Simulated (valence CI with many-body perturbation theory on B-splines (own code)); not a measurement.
Fe4+ in brief

Method: relativistic CI+MBPT: four valence electrons over a frozen Dirac-Fock core [Ar], a basis of 9 s, 9 p, 10 d, 8 f, 5 g, 3 h, 1 i functions for each j, with the one-electron correlation potential Σ1 (screened to all orders), the two-electron term Σ2, the three-electron term Σ3, Breit, model QED; selected single and double excitations, second order for the rest, scaled by the run's own slope (own B-spline code, finite nucleus).

Against 60 measured levels this calculation errs by 1841 cm⁻¹ on average and by 4484 at most. These come from a selection out of Corliss and Sugar, J. Phys. Chem. Ref. Data 11, 135 (1982). Levels without a partner in it may be off by more, other configurations by 1,000 to 8,000 cm⁻¹. Only levels of the ground parity were solved; by the run's estimate the other parity begins above the list, which can be wrong where configurations are misplaced.

Rates and lifetimes use the calculated energies. Strong lines usually hold to 10 to 20 %, long lifetimes can be off by a factor of two.

What is the ground level?

3d⁴ ⁵D_0, composition 99 % 3d⁴ ⁵D.

What is the ionisation energy?

74.593 eV; NIST lists 75 ± 0.15 eV (semi-empirical).

Name the longest-lived excited levels whose lifetime is computed, and their main decay.

3d⁴ ⁵D_1 at 0.018 eV lives 6260 s, mostly by M1 to 3d⁴ ⁵D_0; 3d⁴ ³H_6 at 3.039 eV lives 1710 s, mostly by M1 to 3d⁴ ³H_5; 3d⁴ ³H_5 at 3.002 eV lives 1600 s, mostly by M1 to 3d⁴ ³H_4.

How is the term ⁵D of the ground level split?

J = 0 at 0.000, J = 1 at 0.018, J = 2 at 0.052, J = 3 at 0.099, J = 4 at 0.158 eV.

How well does LS coupling describe the low levels?

Among the lowest 20 levels the leading LS term, summed over configurations, holds 98 % on average. For single configurations the figures are 98 % in LS and 52 % in jj coupling. Terms mix most in the J = 4 level at 3.323 eV, where the leading one holds 93 %.
